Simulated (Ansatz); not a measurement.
`[SiH3][O][GeH2][SiH3]` + H₂ → `[SiH3][O][GeH3]` + SiH₄  (hydrogenolysis of a Ge–Si bond)

Program: Ansatz. Geometries: PBE0-D4/def2-TZVP. ΔE: electronic, gas phase. CCSD(T)/CBS is the MP2 limit (def2-TZVPP, def2-QZVPP) plus CCSD(T) − MP2 in def2-TZVPP, frozen cores. This one scheme is used for every species. Functionals use def2-TZVPP. B3LYP here is the variant with VWN-RPA as its local correlation; programs differ in this. For Ge outer-core shells are correlated without core-valence functions, which leaves a few kJ/mol of doubt a bond. Scalar relativity is left out up to krypton. Each species was taken in one conformer, which may not be the lowest.

| level | ΔE (kJ/mol) |
| --- | --- |
| PBE-D4 | 5.3 |
| PBE0-D4 | -0.7 |
| B3LYP-D4 | -5.3 |
| ωB97X-V | -9.6 |
| B2PLYP | -12.9 |
| B3LYP | -14.8 |
| MP2/def2-QZVPP | -5.2 |
| SCS-MP2/def2-QZVPP | -12.7 |

Task: What does CCSD(T)/CBS give? (Estimate.)

Result: Computed: -5.0 kJ/mol. The listed levels differ from it by 10.3, 4.3, -0.3, -4.6, -7.9, -9.8, -0.2, -7.7 kJ/mol.

Largest T1 diagnostic among the species: 0.012.

From PBE to PBE0 (25 % exact exchange), in def2-TZVPP and without D4, ΔE moves by −5.5 kJ/mol. The D4 term adds +9.5 kJ/mol with B3LYP and +5.4 kJ/mol with PBE0; it sums over pairs of atoms, weighted by their polarisabilities, and B3LYP, whose exchange is more repulsive, gets the larger term. In def2-TZVPP, CCSD(T) changes the Hartree–Fock value by +27.1 kJ/mol (the triples alone add +4.6 kJ/mol) and MP2 by +29.1 kJ/mol.
